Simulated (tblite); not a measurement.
Isomers of C7H11FOS. All values are computed: GFN2-xTB (tblite) harmonic vibrations without scaling, gas phase. This tight-binding method is rough: wavenumbers can miss measured ones by several per cent, in bad cases by 10 to 20. One conformer each.

Electronic energies: GFN2-xTB at the same geometries; isomer energies are rough at this level and their order can be wrong.

```csv
SMILES,"electronic energy, lowest = 0 (kJ/mol)"
CCCC1=CC[C@@H](F)[S@@]1=O,2.6
C=C(F)[C@H]1CC[S@](=O)CC1,0.0
CS/C(=C\F)[C@@H](C)C(C)=O,22.6
```

Question: How do GFN2-xTB zero-point energies change the relative energies?

Answer: 
```tsv
SMILES	ZPE (kJ/mol)	of it from modes above 1550 cm⁻¹	electronic (kJ/mol)	with ZPE, lowest = 0 (kJ/mol)	lowest mode (cm⁻¹)	rings
C=C(F)[C@H]1CC[S@](=O)CC1	441.4	209.0	0.0	1.3	34	1
CCCC1=CC[C@@H](F)[S@@]1=O	437.5	207.6	2.6	0.0	33	1
CS/C(=C\F)[C@@H](C)C(C)=O	428.8	220.9	22.6	11.3	15	0
```

The zero-point energies span 12.6 kJ/mol, from `CS/C(=C\F)[C@@H](C)C(C)=O` to `C=C(F)[C@H]1CC[S@](=O)CC1`. With it `CCCC1=CC[C@@H](F)[S@@]1=O` becomes the lowest.
